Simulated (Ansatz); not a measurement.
`C#CC[SiH2][GaH2]` + PH₃ → `P[SiH2][GaH2]` + `C#CC` at 500 K and 1 bar (ligand exchange at the Si–C bond).

Program: Ansatz. Geometries: PBE0-D4/def2-TZVP. ΔE: electronic, gas phase. CCSD(T)/CBS adds triple-zeta CCSD(T) − MP2 to the extrapolated MP2 energy (def2 sets, frozen cores). This one scheme is used for every species. For Ga outer-core shells are correlated without core-valence functions, which leaves a few kJ/mol of doubt a bond. Scalar relativity is left out up to krypton. One conformer a species, not always the lowest.

```
           species  CCSD(T)/CBS energy (Eh)  H − E (kJ/mol)  S (J/(mol·K))
`C#CC[SiH2][GaH2]`              -2331.31162           257.4          449.3
               PH₃               -342.72256            81.5          231.4
   `P[SiH2][GaH2]`              -2557.54159           172.1          427.1
            `C#CC`               -116.49627           173.5          282.9
```

H − E and S are ideal-gas, rigid-rotor, harmonic terms from PBE0-D4/def2-TZVP, for one conformer and one mirror image of each species. 1 Eh = 2625.50 kJ/mol, R = 8.31446 J/(mol·K).

Problem. By hand: ΔE, ΔH, ΔS and ΔG.

Solution. ΔE = (-2557.54159) + (-116.49627) − (-2331.31162) − (-342.72256) = -0.00368 Eh = -9.7 kJ/mol. Δ(H − E) = 172.1 + 173.5 − 257.4 − 81.5 = 6.7, so ΔH = -3.0 kJ/mol. ΔS = 427.1 + 282.9 − 449.3 − 231.4 = 29.3 J/(mol·K). ΔG = -3.0 − 500 × (29.3)/1000 = -17.6 kJ/mol.

Problem. By hand: the equilibrium constant, and the temperature at which ΔG would vanish if ΔH and ΔS stayed fixed.

Solution. log₁₀ K = −ΔG/(RT ln 10) = 1.8. ΔH and −TΔS have one sign here, so there is no such temperature. One of them is within its doubt of zero, so this could turn.

TΔS isn't small against ΔH here. A doubt of 5 kJ/mol in ΔE shifts log₁₀ K by 0.5 here. Other conformers and mirror images would add mixing entropy, several J/(mol·K) or more a flexible species. Modes under 60 cm⁻¹, often nearly free rotors, make the harmonic entropy too high. These are equilibria of isolated gas molecules and say nothing of rates. Largest T1 diagnostic: 0.014 (customary marks: 0.02 for closed shells, 0.045 for open ones).
